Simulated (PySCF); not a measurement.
# Dipole response of Cu(2+) (copper, charge +2)

[Ar] 3d9, 2D determinant. Calculation: PySCF 2.14, in aug-cc-pVTZ-PP with one added diffuse shell each of s, p, d, f, g type with ECP10MDF (7s7p6d4f3g, 113 functions); a scalar-relativistic core potential. Coupled (time-dependent) response in atomic units; α is the mean over directions.

```csv
method,mean α (bohr³),"α xx, yy, zz",C₆ (like pair),S(−4)
wB97X,3.026,"2.901, 2.901, 3.277",8.167,4.511
```

S(−4) is the Cauchy moment in α(ω) = α(0) + S(−4) ω² + …

α(iu) at wB97X:

| u (hartree) | α(iu) (bohr³) |
| --- | --- |
| 0 | 3.026 |
| 0.0500 | 3.015 |
| 0.100 | 2.982 |
| 0.200 | 2.862 |
| 0.300 | 2.695 |
| 0.500 | 2.326 |
| 0.750 | 1.927 |
| 1.00 | 1.622 |
| 1.50 | 1.207 |
| 2.00 | 0.9393 |
| 3.00 | 0.6205 |
| 5.00 | 0.3321 |

A single London oscillator, α(iu) = α/(1 + u²/ω²), gives C₆ = (3/4) ω α². Matching the computed C₆ needs ω = 4 × 8.167 / (3 × 3.026²) = 1.19 hartree.

For an ion, C₆ is the dispersion term alone; charge-induced terms of lower order in 1/R come first.

The components differ because the open shell of this determinant is not spherical; for a pure term their mean is the scalar polarisability.

Energies and moments cover only the electrons outside the core potential.
